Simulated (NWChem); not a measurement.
Species: BiHOF₂; SMILES [OH][Bi]([F])[F]

```xyz
5

Bi    -0.0371     0.2280     0.0000
F      1.1478    -0.5247    -1.4973
F      1.1478    -0.5247     1.4973
O     -1.4733    -1.2926     0.0000
H     -1.0342    -2.1687     0.0000
```
Atoms are numbered in this order, from 1.

All runs: NWChem. The geometry was optimised at PBE-D3(BJ)/def2-SVP. def2 effective core potentials on Bi; no spin-orbit coupling. B3LYP is NWChem's, with the RPA form of VWN correlation. Static field.

| level | isotropic polarisability (bohr³) | anisotropy (bohr³) |
|---|---|---|
| PBE/def2-SVPD | 49.0 | 7.7 |
| B3LYP/def2-SVPD | 46.7 | 7.5 |
| LDA (Slater exchange, VWN5)/def2-SVPD | 48.6 | 7.8 |
| Hartree-Fock/def2-SVPD | 41.3 | 7.4 |
